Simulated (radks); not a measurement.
Results of a calculation; reference values are marked as such.
Excited configurations of Ni2+: one electron is placed in a higher orbital outside [Ar] 3d7. The ground configuration is [Ar] 3d8. Level of theory: scalar-relativistic Kohn-Sham, PBEsol, spin-polarised, spherical densities, finite nucleus; open shells are filled with parallel spins first; Fermi nuclear charge, rms radius 3.7757 fm (a radial shooting solver on a logarithmic mesh with Libxc functionals). Excitation = E - E(ground); binding = E(ion) - E, where the ion is the core of charge +3; n* = 3/sqrt(2 binding) in atomic units, and the quantum defect is n - n*.

outer orbital,excitation (eV),binding (eV),n*,eigenvalue (eV),<r> (bohr)
4s,6.659,29.238,2.046,-24.784,2.223
4p,14.010,21.886,2.365,-18.194,2.621
4d,23.032,12.865,3.085,-10.539,3.867
4f,28.000,7.896,3.938,-6.404,5.786
5s,22.634,13.262,3.039,-11.436,4.773
5p,24.942,10.954,3.343,-9.361,5.482
6p,29.280,6.616,4.302,-5.728,9.245
6f,32.182,3.714,5.742,-3.168,15.06
7s,30.892,5.004,4.947,-4.362,12.66
7p,31.453,4.443,5.250,-3.880,13.95
7d,32.357,3.539,5.882,-3.077,17.00

The Delta-SCF ionisation energy is 35.896 eV (NIST Atomic Spectra Database: 35.19 eV, measured). Self-interaction in the functional shifts the binding energies and quantum defects, so they are the method's values and not measured ones. Open shells are spherical and high-spin; term and fine-structure splittings are not resolved.
